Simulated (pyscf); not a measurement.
Optimised with ωB97X-D3(BJ)/def2-SVP in PySCF. Correlated levels are frozen-core, on RHF or UHF. ΔMP2 is the change of the MP2 total energy from the triple- to the quadruple-zeta basis. Singlets are restricted, triplets unrestricted.

Singlet (Å):
```xyz
6

N     -1.4896    -0.6883     0.4415
Si    -0.1456     0.3613     0.7273
O     -0.0232     1.1617    -0.7404
H     -2.0464    -0.7795    -0.4052
H     -1.8167    -1.3192     1.1676
H     -0.6322     0.9641    -1.4617
```

Triplet (Å):
```xyz
6

N      0.3015    -0.8035    -0.5667
Si     1.3871     0.3480     0.1437
O      1.2644     0.7567     1.7776
H     -0.4619    -0.4953    -1.1617
H      0.6191    -1.7354    -0.8165
H      1.8516     0.2453     2.3471
```

Question: For these two minima of H₂N–Si:–OH, which spin state lies lower at CCSD(T)/def2-TZVPP + ΔMP2(QZVPP), and by how much (electronic energies)?

Answer: The singlet, by 60.5 kcal/mol. Zero-point energy shifts E(triplet) − E(singlet) by -0.4 kcal/mol. Other isomers of H₂N–Si:–OH [singlet] were not searched in full and may lie lower. 

E(triplet) − E(singlet) by level (kcal/mol):

| level | gap |
|---|---|
| ωB97X-D3(BJ)/def2-TZVP | +60.9 |
| PBE/def2-TZVP | +54.8 |
| r²SCAN/def2-TZVP | +50.5 |
| B3LYP-D3(BJ)/def2-TZVP | +59.2 |
| PBE0-D3(BJ)/def2-TZVP | +54.3 |
| M06-2X/def2-TZVP | +57.7 |
| ωB97M-D3(BJ)/def2-TZVP | +65.9 |
| HF/def2-TZVP | +42.2 |
| MP2/def2-QZVPP | +58.4 |
| CCSD/def2-TZVPP | +59.0 |
| CCSD(T)/def2-TZVPP | +59.7 |
| CCSD(T)/def2-TZVPP + ΔMP2(QZVPP) | +60.5 |

The triplet is the lowest one reached from the SCF start used. The CCSD(T) − MP2 part came from Ansatz, without density fitting, on the same reference.
